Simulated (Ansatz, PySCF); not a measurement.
Donor–acceptor adduct: AlH3 (SMILES [AlH3]) (first 4 atoms) with CHN (SMILES C#N); geometry from B3LYP-D3(BJ)/def2-TZVP, rigid monomers moved along the line of their centres of mass till Al1···N6 is 2.89 Å.
(charge 0, multiplicity 1):
```xyz
7

Al    -0.16157     0.36406     0.26280
H      1.25365     0.82434    -0.29958
H     -1.23650     1.48888     0.59490
H     -0.69082    -1.08215    -0.13618
C      0.97395    -0.46261     4.03834
N      0.65211    -0.23013     2.96956
H      1.27546    -0.68004     5.03934
```

Counterpoise-corrected where a basis set is named; no monomer relaxation. Rows marked so take none.

Frozen-core correlation. Rows in 6-311+G**, 6-31G* carry no dispersion term and start afresh at each structure (6-31G* with six Cartesian d functions). MP2/6-31G* freezes PySCF's default core.

The values were computed with Ansatz (Gaussian basis) for Hartree–Fock, density functionals and correlated methods; PySCF for 6-311+G** rows, 6-31G* rows. Each number belongs to the level named beside it.

Estimate the interaction energy that B3LYP/6-311+G** (no counterpoise) returns for this input.

-401 meV

Give the interaction energy at the level MP2/aug-cc-pV(D+d)Z.

-464 meV

Give the interaction energy at the level MP2/6-31G* (no counterpoise).

-518 meV

Ansatz is a program for electronic structure.
